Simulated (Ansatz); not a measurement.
In₅P₅. Charge 0, multiplicity 1. Geometry PBE-D4/def2-SVP.

```xyz
10

In   -1.3316    2.6279    1.7472
In   -1.7538   -2.6208    0.3485
In    3.3036   -0.3402    0.6680
In    0.2396    2.1196   -1.9146
In   -1.3725   -0.8608   -2.4984
P     1.2560    1.8340    0.7023
P     0.9153   -1.6587   -0.8122
P     0.6870   -1.6907    1.4783
P    -1.9969    0.5195   -0.1080
P     0.0533    0.0702    0.3889
```

In the def2 sets In takes a core potential; there is no spin–orbit coupling. Another isomer (singlet) lies 0.15 eV lower at PBE0-D4/def2-TZVP; other spin states weren't run for this one.

(1) Estimate the orbital energies around the gap (eV) in Ansatz with PBE-D4/def2-TZVP, r2SCAN-D4/def2-TZVP, PBE0-D4/def2-TZVP.

Answers

(1) 
| orbital | PBE-D4/def2-TZVP | r2SCAN-D4/def2-TZVP | PBE0-D4/def2-TZVP |
| --- | --- | --- | --- |
| HOMO−9 | -7.54 | -7.77 | -8.45 |
| HOMO−8 | -7.35 | -7.63 | -8.32 |
| HOMO−7 | -6.95 | -7.23 | -7.90 |
| HOMO−6 | -6.48 | -6.77 | -7.38 |
| HOMO−5 | -5.66 | -5.92 | -6.49 |
| HOMO−4 | -5.21 | -5.44 | -5.97 |
| HOMO−3 | -4.96 | -5.17 | -5.68 |
| HOMO−2 | -4.83 | -5.04 | -5.57 |
| HOMO−1 | -4.82 | -5.03 | -5.53 |
| HOMO | -4.49 | -4.69 | -5.18 |
| LUMO | -3.02 | -3.01 | -2.50 |
| LUMO+1 | -2.61 | -2.54 | -2.03 |
| LUMO+2 | -2.59 | -2.53 | -2.00 |
| LUMO+3 | -2.26 | -2.14 | -1.65 |
| LUMO+4 | -1.85 | -1.72 | -1.25 |
| LUMO+5 | -1.80 | -1.68 | -1.19 |
